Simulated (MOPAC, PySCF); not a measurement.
Pair of molecules: CH2O2 (SMILES O=CO) (first 5 atoms) with H2Se (SMILES [SeH2]); geometry from B3LYP-D3(BJ)/def2-TZVP, rigid monomers moved along the line of their centres of mass till H5···Se6 is 3.47 Å.
(charge 0, multiplicity 1):
```xyz
8

O      1.06929    -0.99984     0.84770
C      0.46778    -0.55172    -0.09122
O     -0.59998     0.24658    -0.02903
H      0.72738    -0.74761    -1.14022
H     -0.82289     0.41492     0.91342
Se    -1.37663     0.79608     4.31561
H     -0.24100    -0.09425     4.02478
H     -2.30714    -0.34218     4.35878
```

Interaction energies are E(AB) − E(A) − E(B) at the monomers' geometry in the complex; basis-set methods are counterpoise corrected. Rows marked so take none.

Rows in 6-31G* carry no dispersion term and start afresh at each structure (6-31G* with six Cartesian d functions); the Pople sets are all-electron and without relativity. The state that AM1, PM3, PM6 reach isn't checked.

Programs: MOPAC for AM1, PM3, PM6 (differences of heats of formation); PySCF for 6-31G* rows. Each number belongs to the level named beside it.

### Question
One of these levels gives -0.62 kcal/mol for the interaction energy. Which one is it?
A) PM3
B) BP86/6-31G* (no counterpoise)
C) PM6
D) AM1

### Answer
D, AM1. The others give -1.53 (PM3), -1.07 (PM6), -2.03 (BP86/6-31G* (no counterpoise))
